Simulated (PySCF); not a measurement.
C₂H₅BClP.
Numbering: `[CH2:1]=[CH:2][B:3]([PH2:4])[Cl:5]` (hydrogens: H6, H7 on C1; H8 on C2; H9, H10 on P4)

Theory: PBE0-D3(BJ)/def2-SVP geometry optimisation, gas phase (PySCF 2.14.0).

What internal coordinates does the optimisation give?

```
         bond  length (bohr)
        C1=C2          2.537
        C2–B3          2.926
        B3–P4          3.619
       B3–Cl5          3.337
        C1–H6          2.072
        C1–H7          2.069
        C2–H8          2.074
P4–H9, P4–H10          2.689
```

Bonds in one row agree within 0.02 bohr and their mean is given. A selection of angles:
```
    angle  degrees
 C2–C1–H6    121.9
 C2–C1–H7    122.3
 H6–C1–H7    115.9
 C1–C2–B3    123.5
 C1–C2–H8    118.1
 B3–C2–H8    118.3
 C2–B3–P4    124.1
C2–B3–Cl5    117.9
P4–B3–Cl5    117.7
 B3–P4–H9     98.8
B3–P4–H10     98.5
H9–P4–H10     96.9
```

Dihedral angles: C1–C2–B3–P4 8° (synperiplanar). The mirror-image conformer, all signs reversed, is as good.

Of the pairs four or more bonds apart, P4···H6 is among the closest relative to their van der Waals radii: 2.96 Å, 99 % of the sum of Bondi's values. P4 (three-coordinate phosphorus) is pyramidal (angles 98.8°, 98.5° and 96.9°, sum 294.1°, 0.76 Å off the plane of its three neighbours). B3 (three-coordinate boron) is planar (angles 124.1°, 117.9° and 117.7°, sum 359.7°, 0.06 Å off the plane of its three neighbours).

Point group: C1 (no symmetry element, even within 0.4 Å). No frequency check. The numbers are those of one conformer (C1–C2–B3–P4 8°, C2–B3–P4–H 49° and 147°).
